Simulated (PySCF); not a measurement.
Bond curve of ScS

Set-up: PySCF, no relativity, basis sets Sc def2-TZVPP, S def2-TZVPP. Energies in eV from Sc (3d1 4s2) + S in their ground configurations at the same level. State: ²Σ⁺ (doublet), unpaired electrons σ ↑.

All columns are PBE0. A positive dipole means Sc(−)S(+).

```tsv
R (Å)	E (eV)	μ (D)	Mulliken charge on Sc (basis-dependent)	HOMO (eV)	LUMO (eV)	Mayer bond order	⟨S²⟩
1.827	-3.497	-3.98	0.27	-4.60	-2.21	2.69	0.75
1.912	-4.337	-4.40	0.30	-4.75	-2.33	2.63	0.75
1.997	-4.808	-4.82	0.32	-4.89	-2.44	2.59	0.75
2.060	-4.975	-5.14	0.32	-4.99	-2.53	2.56	0.76
2.124	-5.020	-5.46	0.33	-5.09	-2.61	2.54	0.76
2.188	-4.968	-5.79	0.33	-5.18	-2.68	2.52	0.76
2.273	-4.788	-6.23	0.34	-5.29	-2.78	2.48	0.76
2.379	-4.441	-6.79	0.35	-5.42	-2.88	2.44	0.77
2.506	-3.920	-7.44	0.38	-5.56	-2.98	2.38	0.79
2.676	-3.167	-8.04	0.41	-5.46	-3.06	2.27	0.91
```

A fit through these points gives, at Re = 2.119 Å, μ = -5.44 D and dμ/dR = -5.11 D/Å; the reduced mass is 18.68 u.

How strong is the fundamental in the double-harmonic approximation, I = 42.26·(dμ/dR)²/μred km/mol?

I = 42.26·(-5.11)²/18.68 = 59.1 km/mol at PBE0.

The metal atom is held in its measured ground configuration; semilocal functionals can put another filling of s and d lower by some tenths of an eV, and De to that atom would be smaller. ⟨S²⟩ of the unrestricted solution departs from its pure value on part of the curve, where spin states mix. The state is the lowest single determinant that the PBE0 search found; with open d or f shells the true ground state can be another one.
